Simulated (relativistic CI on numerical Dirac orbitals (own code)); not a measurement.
These numbers are calculated, not measured: Dirac-Coulomb-Breit CI, KLI orbitals optimised for each configuration, model QED, valence Slater integrals scaled by 0.9, P86 correlation estimate, and configurations built on the next ion tied to the tabulated ionisation energy (semi-empirical) (own radial code, finite nucleus).

CI space (outside the closed core [Ne]): 3s2.3p, 3s2.3d, 3s2.4s, 3s2.4p, 3s2.4d, 3s2.5s, 3s2.4f, 3s.3p2, 3p3, 3s.3p.3d, 3p.3d2, 3p2.3d, 3s.3d2, 3p2.4s, 3p2.4p, 3s.3d.4s, 3s.3p.4s, 3s.3d.4p, 3s.3p.4p, 3p.3d.4s, 3s.3p.4d, 3p.3d.4p, 3s2.5p, 3s.3p.4f. Levels of other configurations are missing.

Configurations that consist of the next ion and one excited electron were tied to the tabulated ionisation energy; Rydberg ones are usually within 1,000 to 3,000 cm⁻¹ and the lowest ones within about 6,000 (9,000 in d shells), while levels on excited terms of the next ion carry the error of that term, and the other configurations can be misplaced by 10,000 cm⁻¹ or more. Rates follow the energies as ν³ (E1, M1) or ν⁵ (E2), so rates, branching and lifetimes can be off by large factors.

Outline of the computed level scheme of Ti X. Lowest level of each configuration: 3s2.3p 2P°_1/2 at 0.0000 eV; 3s.3p2 4P_1/2 at 20.0906 eV; 3s2.3d 2D_3/2 at 40.9339 eV; 3p3 2D°_3/2 at 51.9139 eV; 3s.3p.3d 4F°_3/2 at 58.1558 eV; 3p2.3d 2F_5/2 at 87.0073 eV.

Some strong electric-dipole decays among the lowest 45 levels: 3s2.3d 2D_5/2 → 3s2.3p 2P°_3/2 (2.6e+10 s⁻¹); 3s2.3d 2D_3/2 → 3s2.3p 2P°_1/2 (2.3e+10 s⁻¹); 3s2.3d 2D_3/2 → 3s2.3p 2P°_3/2 (5.0e+09 s⁻¹).

LS names give the leading component of a level, which can be under half, so a name can repeat, a term be missing and a line seem to break the LS rules.
